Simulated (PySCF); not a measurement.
Two-component Hartree-Fock for Sb²⁺ (antimony, charge +2)

Start: [Kr] 4d10 5s2 5p1; 5p1/2 filled at m_j = +1/2. Calculated with PySCF 2.14 in x2c-TZVPPall-2c with one added diffuse shell each of s, p, d, f type (9s10p6d3f, 90 functions): generalised Hartree-Fock with the X2C-1e Hamiltonian and a Gaussian nucleus; spin-orbit coupling (SO) screened by Boettger's factors.

| spinor shell | electrons | ε, screened SO (eV) | weight of nominal j (screened SO) | rms radius, screened SO (bohr) |
| --- | --- | --- | --- | --- |
| 1s1/2 | 2 | -30659.7 | 1.000 | 0.0325 |
| 2s1/2 | 2 | -4776.0 | 1.000 | 0.133 |
| 2p1/2 | 2 | -4458.0 | 1.000 | 0.115 |
| 2p3/2 | 4 | -4203.7 | 1.000 | 0.120 |
| 3s1/2 | 2 | -991.83 | 1.000 | 0.352 |
| 3p1/2 | 2 | -860.50 | 1.000 | 0.345 |
| 3p3/2 | 4 | -811.97 | 1.000 | 0.356 |
| 3d3/2 | 4 | -582.09 | 1.000 | 0.329 |
| 3d5/2 | 6 | -572.23 | 1.000 | 0.332 |
| 4s1/2 | 2 | -194.61 | 1.000 | 0.843 |
| 4p1/2 | 2 | -148.02 | 1.000 | 0.893 |
| 4p3/2 | 4 | -138.80 | 1.000 | 0.923 |
| 4d3/2 | 4 | -63.194 | 1.000 | 1.10 |
| 4d5/2 | 6 | -61.759 | 1.000 | 1.11 |
| 5s1/2 | 2 | -32.829 | 0.997 | 2.27 |
| 5p1/2 | 1 | -24.998 | 0.995 | 2.65 |

| quantity | screened SO |
| --- | --- |
| E (hartree) | -6477.94000 |
| M_J | 1/2 |
| ⟨J²⟩ | 0.774 |
| ⟨L²⟩ | 2.049 |
| ⟨S²⟩ | 0.778 |

Each row is a mean over spinors that exchange with the open shell spreads, by up to 0.539 eV (4p1/2).

Breit and QED terms are absent; they matter most for the inner s and p1/2 levels.

Densities and radii are taken from the X2C orbitals without a picture-change correction, which distorts them close to the nucleus.
